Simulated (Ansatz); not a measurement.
`C=[C](S)[GeH3]` and `C=[C]([GeH3])[TeH]` differ in one element.

Ansatz, PBE0-D4/def2-TZVP geometries, multiplicity 1. Each molecule was computed in one conformer, which needn't be the lowest.

Elements past krypton have def2 core potentials. Scalar relativity is left out up to krypton.

| property | `C=[C](S)[GeH3]` |
| --- | --- |
| size of the dipole moment (B3LYP/def2-TZVPP) / D | 0.79 |
| HOMO energy (B3LYP/def2-TZVPP) / eV | -6.44 |
| HOMO–LUMO gap (PBE/def2-TZVPP) / eV | 4.21 |
| LUMO energy (PBE0/def2-TZVPP) / eV | -0.43 |
| size of the dipole moment (PBE/def2-TZVPP) / D | 0.74 |
| HOMO–LUMO gap (B3LYP/def2-TZVPP) / eV | 5.80 |

Give the same properties after the change, and the shifts. (An estimate is asked.)

Ansatz gave: 
```tsv
property	`C=[C]([GeH3])[TeH]`	shift
size of the dipole moment (B3LYP/def2-TZVPP) / D	0.53	-0.26
HOMO energy (B3LYP/def2-TZVPP) / eV	-5.98	0.46
HOMO–LUMO gap (PBE/def2-TZVPP) / eV	3.48	-0.73
LUMO energy (PBE0/def2-TZVPP) / eV	-0.89	-0.46
size of the dipole moment (PBE/def2-TZVPP) / D	0.47	-0.27
HOMO–LUMO gap (B3LYP/def2-TZVPP) / eV	4.87	-0.93
```

With PBE0 the HOMO rises by 0.48 eV and the LUMO falls by 0.46 eV, so the gap narrows by about 0.94 eV. PBE moves the HOMO by 0.37 eV and ωB97M-V by 0.55 eV. Dipoles are sizes alone; their direction can turn.

B3LYP here is the variant with VWN-RPA as its local correlation; programs differ in this.

Spin–orbit coupling is left out; it splits and shifts lone-pair levels of the heavy atoms by tenths of an eV.
